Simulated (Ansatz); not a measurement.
A calculation with Ansatz (development build ahead of 0.2.0).

```yaml
crystal:
  periodic: [false, false, false]
  atoms:
    - { symbol: Fe, position_ang: [0.0, 0.0, 0.0] }
    - { symbol: F, position_ang: [0.0, 1.77323, 0.15514] }
    - { symbol: F, position_ang: [0.0, -1.77323, 0.15514] }
basis:
  gaussian: { orbitals: pcseg-2 }
magnetization:
  spin_polarized: true
  initial_magnetization: 2
hamiltonian:
  xc: { name: wB97X }
```

The input is written out in the form of the current development build from the run's settings.

The run gave:

```
Converged                       : yes
Total energy                    : -1463.52990 hartree
Spin squared of the determinant : 3.003
Stability test                  : minimum
```

Caution: another spin multiplicity may lie lower; the unrestricted determinant is a mixture of spin states.
